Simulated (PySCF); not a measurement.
Mo(Cp)2(Cl)2, C₁₀H₁₀Cl₂Mo, singlet at its GFN2-xTB optimised geometry (Å):

```
23

Mo    -0.1120     0.3535     0.0000
C      2.1447     0.3535     0.0000
C      1.8140    -0.4579     1.1320
C      1.1803     0.3595     2.0709
C      1.0571     1.6609     1.5263
C      1.6873     1.6764     0.2474
H      2.8487     0.0769    -0.7749
H      2.1268    -1.4791     1.2887
H      0.8579     0.0628     3.0597
H      0.7328     2.5366     2.0783
H      1.9559     2.5629    -0.3059
C     -1.3557     0.3028    -2.1012
C     -1.8113    -0.6932    -1.2048
C     -0.7353    -1.5897    -0.9408
C      0.3945    -1.0944    -1.6487
C      0.0021     0.0883    -2.3538
H     -1.9691     1.0812    -2.5347
H     -2.8487    -0.8589    -0.9354
H     -0.8312    -2.5629    -0.4851
H      1.3001    -1.6568    -1.8399
H      0.6067     0.6273    -3.0673
Cl    -1.7472    -0.1435     1.7597
Cl    -1.4364     2.4198     0.0000
```

Calculation: CAM-B3LYP/def2-SVP, def2 effective core potentials past Kr run with PySCF. The core electrons that the potentials of Mo replace are not part of the density. Cells within 0.4 Å of a nucleus heavier than hydrogen are left out (blank, or x).

Map of the electron localisation function on the plane z = 0.0 Å:

```
|0000000000000000000000000000000|
|0000000000000000000000000000000|
|0000000001122100000000000000000|
|0000000123445430000001100000000|
|0000001245677652000157630000000|
|0000002467888863000599983000000|
|0000014678558873001899995100000|
|0000025786xx1873003899994100000|
|0000036894xx0872015899983000000|
|0000025788105851146537862000000|
|00000146888886211572xx652100000|
|0000001356665222237537863100000|
|0000000001221367514789874210000|
|00000000001138xx74167xx56410000|
|00000000001148xx86263xx57620000|
|000000000011277x85266x167620000|
|0000000001110376311566555410000|
|0000122101111232001244321100000|
|0000233210123542101111000000000|
|0000232100025664210000000000000|
|0000011000035653100000000000000|
|0000000000168863000000000000000|
|0000000000499984000000000000000|
|0000000001799996000000000000000|
|0000000001899997000000000000000|
|0000000001799995000000000000000|
|0000000000268861000000000000000|
|0000000000001100000000000000000|
|0000000000000000000000000000000|
|0000000000000000000000000000000|
|0000000000000000000000000000000|
```
Scale: ten equal steps from 0.000 (start of '0') to 0.996 (end of '9'), in the order '0123456789'; x runs from -5.00 to 5.00, y from -5.00 (bottom) to 5.00 (top).
